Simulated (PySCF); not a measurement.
All values below come from TPSSh-D3(BJ)/def2-TZVP // r2SCAN-D4/def2-SVP in PySCF. Isolated molecules, 0 K electronic values unless said otherwise. 

Reference species: [Ti(H)4] (neutral, multiplicity 1).

```
Quantity                                                         Value
------------------------------------------------------------  --------
mean distance from the central atom to its bonded neighbours   1.692 Å
HOMO                                                          -8.24 eV
charge on the central atom (meta-Löwdin)                        1.04 e
```

Changed species: [Ti(Cl)4] (0 of 4 Cl replaced by H; the reference has 4 of 4 Cl replaced by H).

**Question.** What does the change do to the mean distance from the central atom to its bonded neighbours, HOMO and charge on the central atom (meta-Löwdin)?

**Answer.** the mean distance from the central atom to its bonded neighbours rises by 0.475 Å, to 2.167 Å; the HOMO drops by 0.68 eV, to -8.92 eV; the charge on the central atom (meta-Löwdin) rises by 0.07 e, to 1.11 e.
